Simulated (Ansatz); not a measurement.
Reaction (SMILES): [Si](F)F (closed-shell singlet) → 2 F atom + Si atom
B3LYP-D3(BJ)/def2-TZVP geometries, fixed; electronic energies without zero-point terms.

Basis-set convergence of the atomisation energy at PBE0 with Ansatz (an electronic-structure program). All functions are spherical. The program fits the integrals of some runs and decomposes those of others, by size. Open shells are unrestricted. No added dispersion term, no relativity. Functions are those of the species that has most. Reference: the value in aug-cc-pV(5+d)Z, 289.72 kcal/mol, itself unsure by roughly 0.15 kcal/mol (its mean distance from pcseg-4, aug-pcseg-3, aug-cc-pV(Q+d)Z). Deviations are taken from unrounded values.

```
basis            functions  atomisation energy (kcal/mol)  minus reference (kcal/mol)
---------------  ---------  -----------------------------  --------------------------
cc-pV(D+d)Z             51                         274.59                      -15.13
aug-cc-pV(D+d)Z         78                         279.06                      -10.67
cc-pV(T+d)Z             99                         288.04                       -1.68
jun-cc-pV(T+d)Z        126                         286.95                       -2.77
aug-cc-pV(T+d)Z        147                         288.06                       -1.66
cc-pV(Q+d)Z            174                         290.14                        0.42
aug-cc-pV(Q+d)Z        249                         289.62                       -0.11
cc-pV(5+d)Z            282                         289.74                        0.02
aug-cc-pV(5+d)Z        390                         289.72                        0.00
```

The smallest set listed that lies within 4 kcal/mol of the reference with all its larger relatives (same family, alike in diffuse functions; a set with none counts only in the reference's own line) is cc-pV(T+d)Z (99 functions, -1.68 kcal/mol off).
